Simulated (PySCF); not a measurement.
Ga(OH) (GaHO), SMILES [OH][Ga] (connectivity only; charge and spin as stated), neutral, multiplicity 1.

Geometry: PBE-D3(BJ)/def2-TZVP. A frequency run showed that this geometry is not a minimum.

Two levels are set side by side: TDDFT-PBE/def2-TZVPD (PySCF) and TDDFT-B3LYP/def2-TZVPD (PySCF). Vertical, same geometry. The lowest singlet is HOMO−1→LUMO 50 %, HOMO−2→LUMO+1 50 % with PBE and HOMO−2→LUMO+1 50 %, HOMO−1→LUMO 50 % with the other functional; states are paired by order. Differences are taken from unrounded values.

```tsv
quantity	TDDFT-B3LYP
lowest singlet excitation (eV)	5.84
lowest triplet excitation (TDA) (eV)	4.24
first bright state (f over 0.05) (eV)	6.08
its oscillator strength	0.29
```

**Question.** What does TDDFT-PBE give, and how far is it from TDDFT-B3LYP? (An estimate is asked for; the answer gives what the named calculation found.)

**Answer.** 
```
quantity                               TDDFT-PBE  TDDFT-PBE minus TDDFT-B3LYP
-------------------------------------  ---------  ---------------------------
lowest singlet excitation (eV)              5.38                        -0.46
lowest triplet excitation (TDA) (eV)        4.18                        -0.06
first bright state (f over 0.05) (eV)       6.01                        -0.06
its oscillator strength                     0.27                        -0.03
```

A lower first singlet is the usual sign of a functional without exact exchange. Differences between two approximate levels are no errors against the true value.

Rough cost on one machine, each run with all the roots and properties that it gave: TDDFT-B3LYP against TDDFT-PBE about 3 times.
